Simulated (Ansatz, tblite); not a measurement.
Cost and result up the ladder for `FC(F)(F)c1cc2sc(-c3cc4sc(-c5cc6sc(C(F)(F)F)cc6s5)cc4s3)cc2s1` (38 atoms). Total charge 0; singlet. Geometry: PBE-D4/def2-SVP.

```tsv
atom	x (Å)	y (Å)	z (Å)
F1	-3.4285	-4.0296	-9.0093
C2	-2.0996	-4.0613	-8.7391
F3	-1.7225	-5.3620	-8.8090
F4	-1.4652	-3.3899	-9.7269
C5	-1.7810	-3.4601	-7.4052
C6	-1.0650	-2.2972	-7.1757
C7	-0.9800	-2.0237	-5.7857
S8	-0.2464	-0.7786	-4.8154
C9	-0.8158	-1.5459	-3.3261
C10	-0.5034	-0.9484	-2.0515
C11	0.2182	0.2194	-1.7954
C12	0.3184	0.4787	-0.4087
S13	1.0557	1.7227	0.5600
C14	0.5021	0.9482	2.0519
C15	0.8148	1.5458	3.3265
C16	1.5395	2.7105	3.5819
C17	1.6291	2.9745	4.9715
S18	2.3570	4.2274	5.9354
C19	1.7824	3.4600	7.4049
C20	2.1008	4.0618	8.7387
F21	1.4689	3.3888	9.7269
F22	3.4300	4.0332	9.0076
F23	1.7207	5.3616	8.8092
C24	1.0657	2.2975	7.1758
C25	0.9801	2.0238	5.7858
S26	0.2454	0.7790	4.8160
C27	-0.2194	-0.2197	1.7958
C28	-0.3196	-0.4789	0.4091
S29	-1.0570	-1.7228	-0.5596
C30	-1.5398	-2.7110	-3.5820
C31	-1.6289	-2.9748	-4.9717
S32	-2.3557	-4.2281	-5.9360
H33	-0.6323	-1.6928	-7.9818
H34	0.6467	0.8451	-2.5892
H35	1.9767	3.3314	2.7892
H36	0.6329	1.6933	7.9821
H37	-0.6480	-0.8455	2.5895
H38	-1.9768	-3.3324	-2.7896
```

Ansatz on 2 threads of AMD EPYC 7R13 on a shared host and a share (18 GiB) of an NVIDIA H100 80GB HBM3; xTB runs through tblite on one thread. Times are rough, summed over both states, and most runs start from the orbitals of an earlier one. PBE0-D4/def2-TZVP serves as the yardstick here, not as an exact answer. The other state is a triplet.

The xTB rows come from tblite. Single mean-field runs in def2-TZVP are fitted with def2-universal-jkfit.

xTB has no spin-polarisation term.

```tsv
level	functions	wall time	vertical triplet (eV)	difference from PBE0-D4/def2-TZVP (eV)
GFN1-xTB	170	0.29 s	1.72	-0.10
GFN2-xTB	164	0.3 s	1.71	-0.10
PBE-D4/def2-TZVP	1064	22 s	1.65	-0.17
PBE0-D4/def2-TZVP (with forces)	1064	38 s	1.82	0.00
```
